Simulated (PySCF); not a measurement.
BClI₂, SMILES ClB(I)I. Heavy atoms are numbered as in [B:1]([Cl:2])([I:3])[I:4].

Coordinates come from a r2SCAN-D4/def2-SVP optimisation. The def2 effective core potentials stand for the cores of I; spin–orbit coupling is left out.

Calculation: PySCF with CAM-B3LYP/def2-TZVP.

ESP charges are fitted to the potential on shells at 1.4 to 2.0 van der Waals radii. Atomic charges (e), one atom of each kind:

| atom | ESP fit | Löwdin | Mulliken |
|---|---|---|---|
| B1 | -0.02 | -1.61 | -0.05 |
| Cl2 | 0.00 | 0.61 | -0.05 |
| I3 | 0.01 | 0.50 | 0.05 |

Task: Give the Mayer and Wiberg (Löwdin basis) orders of the bonds. (Estimate from the structure and the level; the computed values follow.)

Result: 
| bond | Mayer | Wiberg |
|---|---|---|
| B1–Cl2 | 1.35 | 2.23 |
| B1–I3 | 1.31 | 1.99 |
| B1–I4 | 1.31 | 1.99 |
